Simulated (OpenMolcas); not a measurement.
## An input for doublet [InHF2]+

[InHF2]+ has 4 atoms, charge +1, and is taken as a doublet. As SMILES of the parent species, `[F][InH][F]`. Geometry: relaxed at PBE0-D4/def2-TZVP. That shape belongs to the parent species and isn't relaxed for this state.

```xyz
4

F    -1.6943   -0.6688    0.2417
In    0.0438    0.1138   -0.0884
F     1.3408   -1.0047    0.8112
H     0.3654    1.4994   -0.9848
```

Settings wanted:

```json
{
 "method": "DFT",
 "reference": "UKS",
 "symmetry": "none",
 "basis set": "def2-TZVP",
 "task": "energy",
 "functional": "M06-2X",
 "dispersion": "none",
 "nucleus": "point",
 "integration grid": "UltraFine",
 "SCF convergence threshold": "1e-10"
}
```

Task: Write the OpenMolcas 26.06 input and the command.

Result: One that was run (others would do as well):

mol.inp:
```
&gateway
baslib = $CurrDir
coord
4
bohr
F     -3.20176297    -1.26384883     0.45674680
In     0.08277000     0.21505083    -0.16705179
F      2.53374479    -1.89860784     1.53294583
H      0.69050593     2.83345535    -1.86100229
basis = def2-TZVP
group = NoSym
&seward
gridinput
Grid=UltraFine
End of Grid
&scf
uhf
charge = 1
spin = 2
ksdft = M062X
thresholds = 1e-10 1e-07 1e-07 1e-05
prorbitals = 0
```

```bash
$ export MOLCAS_MEM=1860
$ pymolcas mol.inp > mol.log
```

(Basis files named in the input come from the Basis Set Exchange and aren't shown.)

Calculated total energy: -389.94950 Eh.
